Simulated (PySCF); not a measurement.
Compound: SiF4.
Numbering: `[F:1][Si:2]([F:3])([F:4])[F:5]`

The closed-shell ground state was solved at several levels (PySCF, density fitting, gas phase, non-relativistic). Geometry: PBE0-D3(BJ)/def2-TZVP; no solvent, vibrations or thermal averaging. The dipole stays under 0.02 D at every level.

```
                level  basis functions  HOMO (eV)  LUMO (eV)  gap (eV)
       B97-2/pcSseg-2              187     -12.50       0.48     12.98
     wB97X-D/pcSseg-2              187     -14.80       2.46     17.26
  wB97X-D/aug-cc-pVTZ              234     -14.78       1.11     15.89
        PBE0/pcSseg-2              187     -12.85       0.42     13.27
         KT3/pcSseg-2              187     -10.88      -0.78     10.10
CAM-B3LYP/aug-cc-pVTZ              234     -14.43       0.10     14.53
```

Problem. Estimate the row for PBE0/aug-cc-pVTZ, a basis of 234 functions; the other rows only guide the guess.

Solution. HOMO -12.83 eV, LUMO -0.45 eV, gap 12.38 eV.

Problem. Over all these levels, which gives the widest orbital gap and which the narrowest?

Solution. wB97X-D/pcSseg-2 (range-separated hybrid) has the widest, 17.26 eV, and KT3/pcSseg-2 (GGA) the narrowest, 10.10 eV. The two share the basis. From the narrowest to the widest the HOMO moves by -3.92 eV and the LUMO by +3.24 eV.

Problem. In the pcSseg-2 basis, how does the gap go with the fixed share of exact exchange?

Solution. KT3 (0 %) 10.10 eV; B97-2 (21 %) 12.98 eV; PBE0 (25 %) 13.27 eV. Each rise in the share widens the gap here.
